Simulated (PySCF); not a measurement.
Computed shifts of a molecule Cl2H5NSi2, PySCF with KT2/pcSseg-1, GIAO, gas phase, equivalent atoms averaged, in ppm (number of nuclei): ²⁹Si: 3.3 (1), -52.2 (1). ¹⁵N: 44.0 (1). ¹H: 6.50 (1), 5.25 (3), 1.26 (1). References: ²⁹Si against TMS (σ = 361.9 ppm); ³⁵Cl against HCl (σ = 945.4 ppm); ¹⁵N against NH3 (σ = 266.2 ppm); ¹H against TMS (σ = 31.47 ppm), references at their B3LYP-D3(BJ)/def2-TZVP geometries, non-relativistic (without spin–orbit terms, shifts of atoms bonded to Cl or Br come out too high). The structure is a stationary point at PBE-D3(BJ)/def2-SVP. One conformer was computed; it need not be the lowest.

Q: Which structure fits?
(A) Cl[SiH2]N[SiH2]Cl
(B) N[Si]([SiH3])(Cl)Cl
(C) [SiH3]N[SiH](Cl)Cl
(D) N[Si@@H](Cl)[SiH2]Cl

A: C, [SiH3]N[SiH](Cl)Cl
